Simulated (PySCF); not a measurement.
**Atomic charges against the basis set**

CH7ClP2Si.
Structure used (PBE0-D3(BJ)/def2-SVP), in Å, numbered top down from 1:
```xyz
12
CH7ClP2Si angstrom
P     -1.5773   -0.8640    0.9937
Si    -0.1361    0.0489   -0.4940
P      0.1628    2.2595   -0.1289
C      1.5533   -0.7852   -0.2709
Cl     2.1317   -0.5648    1.4088
H     -1.7036   -2.0930    0.2700
H     -2.7119   -0.2761    0.3518
H     -0.5470   -0.1420   -1.9220
H     -1.2388    2.5393   -0.0963
H      0.2643    2.0867    1.2850
H      2.2996   -0.3436   -0.9482
H      1.5050   -1.8654   -0.4735
```

PBE0 throughout (PySCF), one geometry, spherical d and f functions. The structure is a single PBE0-D3(BJ)/def2-SVP conformer in the gas phase; no vibrational or solvent corrections. Atoms taken as equivalent share a column and are averaged.

Mulliken charges (e):

```json
{"basis": "STO-3G", "functions": "48", "P1/P3": "+0.151", "Si2": "+0.378", "C4": "-0.279", "Cl5": "-0.171", "H6/H7/H9/H10": "-0.079", "H8": "-0.114", "H11/H12": "+0.101"}
{"basis": "6-31G", "functions": "75", "P1/P3": "-0.069", "Si2": "+0.435", "C4": "-0.809", "Cl5": "+0.029", "H6/H7/H9/H10": "+0.010", "H8": "-0.064", "H11/H12": "+0.254"}
{"basis": "pcSseg-0", "functions": "75", "P1/P3": "-0.306", "Si2": "+0.568", "C4": "-1.031", "Cl5": "-0.028", "H6/H7/H9/H10": "+0.108", "H8": "+0.022", "H11/H12": "+0.324"}
{"basis": "6-31G*", "functions": "100", "P1/P3": "-0.157", "Si2": "+0.364", "C4": "-0.655", "Cl5": "-0.047", "H6/H7/H9/H10": "+0.049", "H8": "-0.034", "H11/H12": "+0.244"}
{"basis": "cc-pVDZ", "functions": "121", "P1/P3": "-0.103", "Si2": "+0.196", "C4": "-0.256", "Cl5": "-0.114", "H6/H7/H9/H10": "+0.042", "H8": "-0.013", "H11/H12": "+0.111"}
{"basis": "def2-SVP", "functions": "121", "P1/P3": "-0.090", "Si2": "+0.292", "C4": "-0.262", "Cl5": "-0.155", "H6/H7/H9/H10": "+0.024", "H8": "-0.031", "H11/H12": "+0.120"}
{"basis": "aug-cc-pVDZ", "functions": "194", "P1/P3": "-0.992", "Si2": "+0.370", "C4": "+0.046", "Cl5": "-0.106", "H6/H7/H9/H10": "+0.423", "H8": "+0.337", "H11/H12": "-0.178"}
{"basis": "6-311+G(2d,p)", "functions": "209", "P1/P3": "-0.340", "Si2": "+0.551", "C4": "-0.526", "Cl5": "-0.028", "H6/H7/H9/H10": "+0.082", "H8": "-0.029", "H11/H12": "+0.192"}
{"basis": "def2-TZVP", "functions": "221", "P1/P3": "-0.232", "Si2": "+0.177", "C4": "-0.246", "Cl5": "-0.142", "H6/H7/H9/H10": "+0.092", "H8": "-0.005", "H11/H12": "+0.156"}
{"basis": "cc-pVTZ", "functions": "264", "P1/P3": "-0.128", "Si2": "+0.199", "C4": "-0.225", "Cl5": "-0.142", "H6/H7/H9/H10": "+0.046", "H8": "-0.025", "H11/H12": "+0.132"}
{"basis": "IGLO-III", "functions": "281", "P1/P3": "-0.044", "Si2": "+0.560", "C4": "-0.487", "Cl5": "-0.023", "H6/H7/H9/H10": "-0.039", "H8": "-0.151", "H11/H12": "+0.173"}
{"basis": "pcSseg-2", "functions": "306", "P1/P3": "-0.017", "Si2": "+0.261", "C4": "-0.191", "Cl5": "-0.152", "H6/H7/H9/H10": "-0.008", "H8": "-0.054", "H11/H12": "+0.101"}
```

IAO charges (e):

```csv
basis,functions,P1/P3,Si2,C4,Cl5,H6/H7/H9/H10,H8,H11/H12
STO-3G,48,+0.056,+0.482,-0.499,-0.084,-0.049,-0.106,+0.146
6-31G,75,-0.114,+0.449,-0.516,-0.091,+0.021,-0.067,+0.185
pcSseg-0,75,-0.133,+0.430,-0.528,-0.081,+0.034,-0.060,+0.186
6-31G*,100,-0.085,+0.544,-0.517,-0.093,-0.002,-0.104,+0.174
cc-pVDZ,121,-0.097,+0.548,-0.510,-0.096,+0.004,-0.106,+0.171
def2-SVP,121,-0.091,+0.553,-0.509,-0.088,+0.001,-0.111,+0.168
aug-cc-pVDZ,194,-0.106,+0.555,-0.512,-0.102,+0.007,-0.105,+0.175
"6-311+G(2d,p)",209,-0.094,+0.571,-0.527,-0.098,0.000,-0.112,+0.176
def2-TZVP,221,-0.095,+0.581,-0.530,-0.094,0.000,-0.115,+0.175
cc-pVTZ,264,-0.101,+0.573,-0.526,-0.097,+0.003,-0.112,+0.176
IGLO-III,281,-0.093,+0.576,-0.531,-0.092,-0.001,-0.115,+0.175
pcSseg-2,306,-0.093,+0.573,-0.530,-0.095,0.000,-0.113,+0.176
```

Hirshfeld charges (e):

```csv
basis,functions,P1/P3,Si2,C4,Cl5,H6/H7/H9/H10,H8,H11/H12
STO-3G,48,+0.076,+0.269,-0.011,-0.199,-0.044,-0.085,+0.027
6-31G,75,-0.028,+0.209,-0.107,-0.076,-0.003,-0.070,+0.057
pcSseg-0,75,-0.017,+0.237,-0.116,-0.069,-0.008,-0.074,+0.045
6-31G*,100,-0.031,+0.210,-0.103,-0.081,-0.002,-0.073,+0.058
cc-pVDZ,121,-0.015,+0.230,-0.121,-0.062,-0.009,-0.080,+0.050
def2-SVP,121,-0.011,+0.233,-0.126,-0.055,-0.011,-0.083,+0.048
aug-cc-pVDZ,194,-0.016,+0.233,-0.143,-0.045,-0.010,-0.075,+0.052
"6-311+G(2d,p)",209,-0.013,+0.227,-0.138,-0.048,-0.011,-0.076,+0.052
def2-TZVP,221,-0.017,+0.229,-0.137,-0.051,-0.009,-0.077,+0.053
cc-pVTZ,264,-0.017,+0.231,-0.134,-0.053,-0.010,-0.076,+0.053
IGLO-III,281,-0.009,+0.232,-0.145,-0.043,-0.011,-0.078,+0.049
pcSseg-2,306,-0.016,+0.236,-0.142,-0.049,-0.010,-0.077,+0.053
```

ESP-fitted charges (e):

```
        basis  functions   P1/P3     Si2      C4     Cl5  H6/H7/H9/H10      H8  H11/H12
       STO-3G         48  -0.221  +0.395  -0.151  -0.207        +0.073  -0.093   +0.103
        6-31G         75  -0.417  +0.365  -0.207  -0.161        +0.155  -0.084   +0.151
     pcSseg-0         75  -0.479  +0.470  -0.272  -0.152        +0.173  -0.101   +0.161
       6-31G*        100  -0.335  +0.412  -0.333  -0.119        +0.116  -0.103   +0.175
      cc-pVDZ        121  -0.294  +0.412  -0.342  -0.105        +0.098  -0.107   +0.168
     def2-SVP        121  -0.313  +0.401  -0.321  -0.099        +0.106  -0.104   +0.162
  aug-cc-pVDZ        194  -0.276  +0.437  -0.392  -0.102        +0.088  -0.113   +0.184
6-311+G(2d,p)        209  -0.282  +0.455  -0.408  -0.099        +0.090  -0.120   +0.188
    def2-TZVP        221  -0.277  +0.444  -0.368  -0.102        +0.088  -0.121   +0.175
      cc-pVTZ        264  -0.274  +0.427  -0.357  -0.104        +0.088  -0.115   +0.173
     IGLO-III        281  -0.252  +0.419  -0.470  -0.069        +0.081  -0.107   +0.203
     pcSseg-2        306  -0.293  +0.440  -0.330  -0.119        +0.096  -0.120   +0.167
```

Some averages cover members that differ in this geometry, most widely: H6/H7/H9/H10, Mulliken in aug-cc-pVDZ +0.393 to +0.467; P1/P3, Mulliken in aug-cc-pVDZ -1.024 to -0.960; H11/H12, Mulliken in aug-cc-pVDZ -0.207 to -0.149; H6/H7/H9/H10, ESP-fitted in 6-31G +0.131 to +0.172 e.

Question: Which scheme is steadiest as the basis changes?

Answer: Largest range over the bases for any column: Hirshfeld 0.16 e, IAO 0.19 e, ESP-fitted 0.32 e, Mulliken 1.14 e. Hirshfeld charges move least and Mulliken charges most, counted in e. Without the minimal STO-3G basis the ranges are Hirshfeld 0.04, IAO 0.15, ESP-fitted 0.26, Mulliken 1.08 e.

Question: How much do the charges still move between the two largest bases, IGLO-III and pcSseg-2?

Answer: At most, over all atoms: Mulliken 0.299 e, IAO 0.004 e, Hirshfeld 0.007 e, ESP-fitted 0.139 e.

Question: What do the same runs give for the total energy, the frontier levels and the dipole moment?

Answer: 
```
        basis  energy (Eh)  HOMO (eV)  LUMO (eV)  μ (D)
       STO-3G   -1457.6331      -4.39       4.51   2.82
        6-31G   -1473.9386      -7.38      -0.20   2.89
     pcSseg-0   -1472.3479      -7.56      -0.34   3.14
       6-31G*   -1474.0596      -7.37      -0.18   2.34
      cc-pVDZ   -1474.1487      -7.34      -0.04   2.03
     def2-SVP   -1473.6637      -7.37       0.01   2.04
  aug-cc-pVDZ   -1474.1595      -7.42      -0.52   2.01
6-311+G(2d,p)   -1474.1984      -7.44      -0.52   2.00
    def2-TZVP   -1474.2050      -7.41      -0.33   1.93
      cc-pVTZ   -1474.2209      -7.41      -0.28   1.95
     IGLO-III   -1474.1998      -7.36      -0.26   1.75
     pcSseg-2   -1474.2329      -7.45      -0.47   2.09
```

The dipole is fixed by the density alone, so its range of 1.39 D shows that the density itself changes with the basis, not only its division among atoms.
